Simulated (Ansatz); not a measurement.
Stepwise reaction of `C=[CH][InH2]` with hydrogen fluoride, as a gas-phase model of exchange steps in deposition or etching. ΔE in kJ/mol; ΔG adds harmonic PBE0-D4 terms to CCSD(T)/CBS, at 1 bar.

Calculated with Ansatz (gas phase, PBE0-D4/def2-TZVP geometries, no zero-point term in ΔE). CCSD(T)/CBS adds triple-zeta CCSD(T) − MP2 to the extrapolated MP2 energy (def2 sets, frozen cores). This one scheme is used for every species. Functionals use def2-TZVPP. B3LYP here is the variant with VWN-RPA as its local correlation; programs differ in this. def2 core potentials past Kr. For In outer-core shells are correlated without core-valence functions, which leaves a few kJ/mol of doubt a bond. Each species was taken in one conformer, which may not be the lowest.

```json
{"step": "1", "reaction": "`C=[CH][InH2]` + H–F → `C=[CH][InH][F]` + H₂", "PBE-D4": "-69.0", "B3LYP-D4": "-69.9", "ωB97M-V": "-63.8", "CCSD(T)/CBS": "-66.5", "ΔG(500 K)": "-62.7"}
```

**Question.** Give the row of step 2, `C=[CH][InH][F]` + H–F → `C=[CH][In]([F])[F]` + H₂. (Estimate.)

**Answer.** Computed: 
| step | reaction | PBE-D4 | B3LYP-D4 | ωB97M-V | CCSD(T)/CBS | ΔG(500 K) |
| --- | --- | --- | --- | --- | --- | --- |
| 2 | `C=[CH][InH][F]` + H–F → `C=[CH][In]([F])[F]` + H₂ | -38.6 | -39.4 | -34.9 | -35.7 | -37.3 |

**Question.** By hand: ΔE of the 2 steps together at CCSD(T)/CBS.

**Answer.** (-66.5) + (-35.7) = -102.2 kJ/mol, or -51.1 kJ/mol a step.

In ΔE each step is higher than the one before. All are downhill at CCSD(T)/CBS. ΔG lies between -62.7 and -37.3 kJ/mol a step. PBE-D4 differs from CCSD(T)/CBS by -2.9 to -2.5 kJ/mol a step. Isolated molecules leave out the surface, adducts and barriers. Largest T1 diagnostic: 0.016.
